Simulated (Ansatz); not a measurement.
CH₆InNS (`[CH3][In]([NH2])[SH]`). Total charge 0; spin multiplicity 1. In takes the def2 core potential. Geometry: relaxed with PBE0-D4/def2-TZVP. It is one conformer, not always the lowest.

```xyz
10

C     0.371   -1.667   -0.964
In    0.155    0.080    0.247
N    -1.276    1.481    0.000
S     1.523    0.449    2.181
H    -0.546   -2.254   -0.922
H     0.555   -1.382   -2.000
H     1.202   -2.273   -0.605
H    -1.172    2.381    0.444
H    -1.714    1.595   -0.901
H     0.902    1.590    2.520
```

Q: What is the dipole moment at PBE/def2-TZVPP? (Best estimate.)

A: The calculation gave: 2.24 D, with components (-0.93, 0.29, -2.02) D in this frame, pointing from negative to positive charge.

Q: And with r2SCAN, B3LYP, ωB97M-V? (Best estimate.)

A: Ansatz gave: r2SCAN 2.31 D, B3LYP 2.26 D, ωB97M-V 2.27 D.

Q: Give the Mulliken charges with PBE, ωB97M-V, B3LYP in def2-TZVPP. (Best estimate.)

A: Computed: 
```csv
atom,PBE,ωB97M-V,B3LYP
C1,-0.54,-0.58,-0.55
In2,0.67,0.70,0.75
N3,-0.48,-0.47,-0.50
S4,-0.40,-0.39,-0.41
H5,0.12,0.13,0.12
H6,0.11,0.13,0.11
H7,0.13,0.14,0.12
H8,0.14,0.11,0.13
H9,0.14,0.11,0.13
H10,0.11,0.12,0.10
```

B3LYP here is the variant with VWN-RPA as its local correlation; programs differ in this.
